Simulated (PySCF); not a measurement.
Work out the structure from these simulated measurements.

Formula: C3H9NOSi3.

| Item | Value |
| --- | --- |
| Rotational structure | rotational constants A, B, C: 3.253, 0.554, 0.536 GHz [GFN2-xTB] |
| Triplet | lowest triplet excitation (Tamm–Dancoff): 5.70 eV [TDA PBE0/def2-SVPD] |
| UV, first state | lowest singlet excitation: 6.27 eV (198 nm, f = 0.001) [TDDFT PBE0/def2-SVPD] |
| 1H NMR | chemical shifts (computed TMS as zero) by class: 5.72 (1 H), 5.16 (3 H), 5.13 (1 H), 1.17 (2 H), 0.97 (2 H) ppm [GIAO PBE0/pcSseg-1] |
| 13C NMR | chemical shifts (computed TMS as zero) by class: 126.0 (1 C), 12.5 (2 C) ppm [GIAO PBE0/pcSseg-1] |
| Dipole | 3.87 D [PBE0/def2-SVPD] |

Gas-phase values; electronic properties from PySCF, density fitting. Levels stand in brackets. Isolated species at its GFN2-xTB geometry (one conformer only). Each NMR value is the plain mean over a class of atoms that symmetry, rotation or inversion makes alike.

Task: What is the compound? Reason from the data.

Result: Numbering: `[N:1]#[C:2][Si@H:3]1[CH2:4][Si@H:5]([O:6][SiH3:7])[CH2:8]1`. Its formula, C3H9NOSi3, gives 3 degrees of unsaturation: 1 ring and 2 π bonds in the structure found. 3 carbons fall into 2 classes; from least to most shielded: cyano carbon [C2] (126.0 ppm), ring sp3 carbon bound to silicon [C4/C8] (12.5 ppm, 2 C). Hydrogen classes from least to most shielded: 1 H on an oxygen-bound silicon, Si5 (5.72 ppm), 3 H on an oxygen-bound silicon, Si7 (5.16 ppm), 1 H on an SiH silicon, Si3 (5.13 ppm), 2 H on 2 like atoms (sp3 carbon bound to silicon), C4/C8 (1.17 ppm), 2 H on 2 like atoms (sp3 carbon bound to silicon), C4/C8 (0.97 ppm). By its constants the optimised geometry is an asymmetric top. Structure: `N#C[Si@H]1C[Si@H](O[SiH3])C1`. Computed isomers that give other values at the same levels: `N#C[C@@H](C=O)[SiH]([SiH3])[SiH3]` (13C chemical shifts (computed TMS as zero) by class: 206.3 (1 C), 122.5 (1 C), 31.9 (1 C) ppm). The assignments are read from this structure; whether some other isomer fits the data as well wasn't checked.

The values belong to the conformer `[N:1]#[C:2][Si@H:3]1[CH2:4][Si@H:5]([O:6][SiH3:7])[CH2:8]1`: C4–Si5–O6–Si7 -39°.
